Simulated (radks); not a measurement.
Task: The silver ion Ag38+, configuration [He] 2s2 2p5. All-electron calculation, non-relativistic Kohn-Sham, TPSS, spin-polarised, spherical densities, point nucleus; open shells are filled with parallel spins first (spin-orbit coupling, left out, can overturn this in heavy ions); meta-GGA in the generalised Kohn-Sham scheme; relativity is left out, which matters for an element this heavy. Program: a radial shooting solver on a logarithmic mesh with Libxc functionals. Some entries of the table are withheld. Estimate them.

orbital  occ.  eigenvalue (hartree)  <r^2> (bohr^2)  <r> (bohr)
1s up       1             -995.6220        0.001398     0.03234
1s down     1             -995.2940        0.001398     0.03233
2s up       1             -215.0183         0.02177      0.1364
2s down     1             -214.4977         0.02182      0.1366
2p up       3             -207.7120         0.01629      0.1161
2p down     2             -207.0869         0.01633      0.1163
3s up       0             -89.51895          0.1171      0.3212
3s down     0             -89.39287          0.1174      0.3215
3p up       0                   (1)          0.1068         (2)
3p down     0                   (3)          0.1070         (4)

Result: 
(1) 3p up eigenvalue (hartree): -87.05540
(2) 3p up <r> (bohr): 0.3046
(3) 3p down eigenvalue (hartree): -86.91193
(4) 3p down <r> (bohr): 0.3050
